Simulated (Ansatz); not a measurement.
Ideal-gas functions of BFGaH$_{3}$SSe, SMILES `[F][GaH][B](S)[SeH]` at 298.15 K and 1 bar, from an Ansatz frequency run at PBE0-D4/def2-TZVP.

Molar mass 213.58 g/mol, point group Cs (symmetry number 1), electronic degeneracy 1, moments of inertia 214.243, 648.558, 862.801 u Å². Harmonic wavenumbers (cm⁻¹, unscaled): 51, 76, 138, 187, 245, 299, 335, 480, 489, 602, 643, 728, 754, 956, 967, 1992, 2437, 2671.

Use S(trans) = R[1.5 ln M + 2.5 ln T − 1.1517]; rotational temperatures θ = 24.2544 K / I; S(rot) = R[ln(√π/σ · √(T³/θAθBθC)) + 1.5]; for each mode x = 1.438777 ν̃/T, S = R[x/(eˣ − 1) − ln(1 − e⁻ˣ)] and H = RT x/(eˣ − 1); 1 cm⁻¹ = 0.0119627 kJ/mol; R = 8.31446 J/(mol·K).

Task: By hand: the entropy, in J/(mol·K).

Result: Translation 175.8. Rotation: θ = 0.1132, 0.0374, 0.0281 K, giving 125.9. Vibration, mode by mode: 19.99, 16.70, 11.85, 9.44, 7.39, 5.95, 5.17, 2.97, 2.87, 1.87, 1.60, 1.15, 1.04, 0.47, 0.45, 0.01, 0.00, 0.00, in all 88.9. Electronic 0.0. Sum 390.6 J/(mol·K).

Task: By hand: H − E and G − E in kJ/mol, counted from the electronic energy.

Result: Zero-point energy ½ × 14050 × 0.0119627 = 84.0; thermal vibration 13.7; translation, rotation and pV give 4 RT = 9.9. H − E = 107.6 kJ/mol, and G − E = 107.6 − 298.15 × 390.6/1000 = -8.9 kJ/mol.

Vibration gives 23 % of the entropy, 48.5 J/(mol·K) of it from the modes under 150 cm⁻¹: soft modes count most, and the harmonic formula is weakest for them. The sum counts one conformer and one mirror image; others add a mixing term.
